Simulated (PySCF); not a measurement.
**Mayer bond orders and bond lengths**

Species: C10H16.
Numbering: `[CH2:1]=[CH:2][C@@H:3]1[CH2:4][C@@H:5]2[CH2:6][CH2:7][CH2:8][C@H:9]1[CH2:10]2` (hydrogens: H11, H12 on C1; H13 on C2; H14 on C3; H15, H16 on C4; H17 on C5; H18, H19 on C6; H20, H21 on C7; H22, H23 on C8; H24 on C9; H25, H26 on C10)

Cartesian coordinates in Å at the PBE0-D3(BJ)/def2-SVP level; atoms count from 1:
```
atom  x, y, z in Å
C1     2.2228    2.0270    0.3080
C2     1.6855    1.0432    1.0313
C3     1.1079   -0.2466    0.5371
C4     0.9220   -0.4330   -0.9899
C5    -0.4865   -1.0385   -1.1602
C6    -1.5443    0.0520   -1.3624
C7    -1.4465    1.1290   -0.2824
C8    -1.2756    0.5440    1.1195
C9    -0.2692   -0.6108    1.1496
C10   -0.7288   -1.7115    0.1942
H11    2.6339    2.9207    0.7847
H12    2.2808    1.9817   -0.7834
H13    1.6755    1.1522    2.1244
H14    1.8003   -1.0351    0.8881
H15    1.6926   -1.1076   -1.3918
H16    1.0162    0.5133   -1.5442
H17   -0.5260   -1.7522   -1.9980
H18   -2.5434   -0.4181   -1.3459
H19   -1.4326    0.5122   -2.3588
H20   -0.5800    1.7755   -0.4975
H21   -2.3283    1.7891   -0.3161
H22   -2.2422    0.1632    1.4939
H23   -0.9655    1.3408    1.8157
H24   -0.1544   -0.9681    2.1860
H25   -1.7781   -2.0116    0.3464
H26   -0.1003   -2.6109    0.3065
```

Bond orders from the PBE0/pcSseg-1 density (PySCF). The structure is a single PBE0-D3(BJ)/def2-SVP conformer in the gas phase; no vibrational or solvent corrections.

(1) How far do the computed orders between heavy atoms stray from the drawn ones?

(2) Give the Mayer order of every bond between heavy atoms, beside its length.

## Answers

(1) The largest departure is 0.036, at C7–C8 (drawn single, 1.036) and C6–C7 (drawn single, 1.035).

(2) 
```json
{"bond": "C1–C2", "drawn as": "double", "length (Å)": "1.334", "Mayer order": "1.992"}
{"bond": "C2–C3", "drawn as": "single", "length (Å)": "1.497", "Mayer order": "1.020"}
{"bond": "C3–C4", "drawn as": "single", "length (Å)": "1.550", "Mayer order": "1.009"}
{"bond": "C4–C5", "drawn as": "single", "length (Å)": "1.543", "Mayer order": "1.004"}
{"bond": "C5–C6", "drawn as": "single", "length (Å)": "1.533", "Mayer order": "1.012"}
{"bond": "C6–C7", "drawn as": "single", "length (Å)": "1.528", "Mayer order": "1.035"}
{"bond": "C7–C8", "drawn as": "single", "length (Å)": "1.529", "Mayer order": "1.036"}
{"bond": "C8–C9", "drawn as": "single", "length (Å)": "1.532", "Mayer order": "1.018"}
{"bond": "C9–C10", "drawn as": "single", "length (Å)": "1.528", "Mayer order": "0.994"}
{"bond": "C9–C3", "drawn as": "single", "length (Å)": "1.550", "Mayer order": "0.980"}
{"bond": "C10–C5", "drawn as": "single", "length (Å)": "1.532", "Mayer order": "0.998"}
```

By pair of heavy elements: C–C: lowest C9–C3 (0.980, 1.550 Å), highest C1–C2 (1.992, 1.334 Å); in 1 of the 55 pairs the longer bond (by over 0.003 Å) has the higher order (by 0.02 or more).

Problem. And the bonds to hydrogen?

Solution. C–H: 0.92 to 0.96 (16 bonds).

Problem. Sum the orders of all bonds at each heavy atom with more than one neighbour and set the sums beside the valence in the SMILES.

Solution. C1 3.880 (drawn 4), C2 3.965 (drawn 4), C3 3.930 (drawn 4), C4 3.901 (drawn 4), C5 3.975 (drawn 4), C6 3.945 (drawn 4), C7 3.958 (drawn 4), C8 3.945 (drawn 4), C9 3.947 (drawn 4), C10 3.895 (drawn 4). Orders between atoms that aren't bonded are not in these sums.

The Mayer order sums products of elements of PS (density times overlap matrix) between the two atoms' basis functions, so it depends on the basis set.
